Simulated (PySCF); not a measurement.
Ligand exchange on a metal centre used in film growth or etching (Ti Cl-Br). All species are isolated molecules in the gas phase.

The charge on the central atom (meta-Löwdin) from two functionals at the same geometries (BP86-D3(BJ)/def2-SVP), both in PySCF: PBE-D3(BJ)/def2-TZVP and TPSSh-D3(BJ)/def2-TZVP. 

```tsv
species	PBE-D3(BJ)/def2-TZVP (e)	TPSSh-D3(BJ)/def2-TZVP (e)
0 of 4 Cl replaced by Br	1.02	1.12
1 of 4 Cl replaced by Br ([Ti(Cl)3(Br)])	1.01	1.10
2 of 4 Cl replaced by Br	0.99	1.08
3 of 4 Cl replaced by Br ([Ti(Cl)(Br)3])	0.97	1.07
4 of 4 Cl replaced by Br ([Ti(Br)4])	0.96	1.05
```

Over these rows, drawn at random from the members with no instability flagged (it was tested for open shells, ions and some series alone), PBE minus TPSSh-D3(BJ): mean -0.10 e, from -0.10 e to -0.10 e.
